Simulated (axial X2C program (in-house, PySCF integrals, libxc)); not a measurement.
GeB⁻: properties at the nuclei

Calculated with an axial X2C code built on PySCF integrals: two-component X2C with atomic mean-field Coulomb and Gaunt terms, Gaussian nuclei, basis Ge dyall-acv3z, B dyall-av3z with contracted cores.

R = 1.920 Å (near the PBE0 minimum at charge -1 of the determinant lowest at the starting distance; the state shown can have its own minimum elsewhere).

Determinant lowest in the PBE0 search, Ω = 2 (⟨Sz⟩ = 1.00, ⟨Lz⟩ = 1.00 at PBE0), spin on the atoms Ge 0.35, B 0.65:

| level | Eeff magnitude (GV/cm) | Ws magnitude Ge (kHz) | A∥/gI Ge (MHz) | qzz Ge (a.u.) | A∥/gI B (MHz) | qzz B (a.u.) |
| --- | --- | --- | --- | --- | --- | --- |
| PBE0 | 0.373 | 0.0673 | 90.6 | -1.78 | 37.6 | -0.15 |
| HF | 0.551 | 0.104 | 161 | -3.19 | 60.4 | -0.18 |
| PBE50 | 0.49 | 0.0916 | 89 | -1.95 | 37.4 | -0.17 |
| BHandHLYP | 0.393 | 0.0701 | 86.6 | -1.82 | 41 | -0.19 |
| PBE | 0.254 | 0.0425 | 103 | -1.63 | 38.6 | -0.13 |

Eeff is the effective electric field on the electron electric dipole moment in this Ω state and Ws the scalar–pseudoscalar constant of the nucleus named (defined with the proton number Z and per Ω); A∥ (defined per Ω) follows by multiplying with gI = μI/(I μN); qzz is the electric field gradient, eQq0 = 234.96 MHz × Q/barn × qzz. The operators were transformed with the bare-nucleus X2C matrices; with these basis sets, hyperfine constants and field gradients can be off by tens of per cent, and where levels differ in sign neither size nor sign is settled.

**Question.** With gI(73Ge) = -0.1954, Q(73Ge) = -0.196 barn, gI(11B) = 1.7924, Q(11B) = 0.04059 barn (g factors from the IAEA table of nuclear moments by Stone; Q from Pyykkö, Mol. Phys. 2018), turn the PBE0 values of the first state into constants in MHz.

**Answer.** A∥(73Ge) = 90.6 × -0.1954 = -17.7 MHz; eQq0(73Ge) = 234.96 × (-0.196) × (-1.78) = 82 MHz; A∥(11B) = 37.6 × 1.7924 = 67.4 MHz; eQq0(11B) = 234.96 × (0.04059) × (-0.15) = -1.43 MHz.

Each state is one determinant with collinear spin, which with several unpaired electrons need not be a pure state. Unrestricted Hartree–Fock can overshoot spin polarisation at the nuclei. For an anion, determinants above electron detachment, or with a positive highest level, are held by the basis set. With several open shells hyperfine constants can be off by a factor of several. Where Eeff spreads by more than a factor of two the levels disagree and none is to be relied on. Open-shell Ω = 0 determinants with evenly filled partner blocks cannot be reached by this program, so the Ω shown need not be the lowest component. States lie within half an eV, so the first need not be the ground state. Further determinants of the search, some of them spin-mixed, are not shown.
